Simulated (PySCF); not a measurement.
This PySCF input asks for the NMR shieldings of SMILES CS[SiH2]C1=CC[C@@H]1F, C$_{5}$H$_{9}$FSSi; the geometry comes from GFN2-xTB.

```python
import basis_set_exchange as bse
import numpy as np
from pyscf import gto, dft
from pyscf.prop import nmr

atoms = """
C     2.531008    0.135703    0.854048
S     2.613577   -0.287470   -0.917020
Si    0.747450   -1.323378   -1.139879
C    -0.647697   -0.190316   -0.606599
C    -1.232630    0.927671   -1.058364
C    -2.149849    1.100721    0.117352
C    -1.531344   -0.221806    0.626204
F    -0.876918   -0.130648    1.830794
H     3.421772    0.711409    1.080068
H     1.644191    0.728748    1.051223
H     2.517024   -0.773739    1.446110
H     0.746492   -2.488988   -0.258492
H     0.684822   -1.642803   -2.555631
H    -1.117851    1.511672   -1.952764
H    -3.219571    1.074795   -0.087699
H    -1.922717    1.952374    0.756876
H    -2.214755   -1.071914    0.703048
"""
names = dict.fromkeys(["C", "S", "Si", "F", "H"], "pcSseg-1")
basis = {el: gto.basis.parse(bse.get_basis(n, elements=[el], fmt="nwchem")) for el, n in names.items()}
mol = gto.M(atom=atoms, basis=basis, charge=0, verbose=0)
mf = dft.RKS(mol, xc="PBE0")
mf.grids.level = 2
mf.grids.alignment = dft.numint.BLKSIZE   # the property module wants whole blocks of grid points
mf.conv_tol = 1e-9
mf.kernel()

calc = nmr.RKS(mf)   # GIAO
C = mf.mo_coeff
Co = C[:, mf.mo_occ > 0]
resp = mf.gen_response(singlet=True, hermi=2)
def vind(x):   # induced exchange potential for any number of trial vectors
    d = np.einsum("pi,xij,qj->xpq", C, 2 * x.reshape(-1, C.shape[1], Co.shape[1]), Co, optimize=True)
    return np.einsum("xpq,pi,qj->xij", resp(d - d.transpose(0, 2, 1)), C, Co, optimize=True).ravel()
mo1, _ = nmr.rhf.solve_mo1(calc, with_cphf=vind)
sigma = calc.kernel(mo1)
for i, s in enumerate(sigma):   # ppm
    print("%2d %-2s %9.2f" % (i, mol.atom_pure_symbol(i), np.trace(s) / 3))
```

**Question.** What are the results?

**Answer.** 
```
 0 C     172.43
 1 S     686.20
 2 Si    395.66
 3 C      27.67
 4 C      19.72
 5 C     142.30
 6 C      95.16
 7 F     367.20
 8 H      29.71
 9 H      29.56
10 H      29.73
11 H      26.89
12 H      26.89
13 H      24.32
14 H      28.60
15 H      28.73
16 H      26.30
```

These numbers come from an equivalent density-fitted implementation of the same equations, which agrees with the script to about 0.01 ppm for H and up to a few tenths of a ppm for heavy atoms, so last digits may differ.

**Question.** Turn these shieldings into chemical shifts. Shifts are taken against calculated references (same method and geometry level): $^{13}$C (σref 186.93) and $^{29}$Si (σref 349.16) and $^{1}$H (σref 31.72) vs TMS; $^{33}$S (σref 503.73) against CS2; CFCl3 for $^{19}$F (σref 170.95).

**Answer.** Averaging equivalent atoms: C 4: 167.2; C 3: 159.3; C 6: 91.8; C 5: 44.6; C 0: 14.5; S 1: -182; Si 2: -46.5; F 7: -196.3; H 13: 7.39; H 16: 5.42; H 11: 4.83; H 12: 4.83; H 14: 3.12; H 15: 2.99; H 8/9/10: 2.05 ppm. Unscaled 19F shifts against computed CFCl3 carry errors that often reach 10 to 50 ppm.

Size and cost of the density-fitted run: 195 basis functions, 60 s wall time on 1 thread of an Arm Neoverse N1, shared host; peak memory 0.86 GiB.
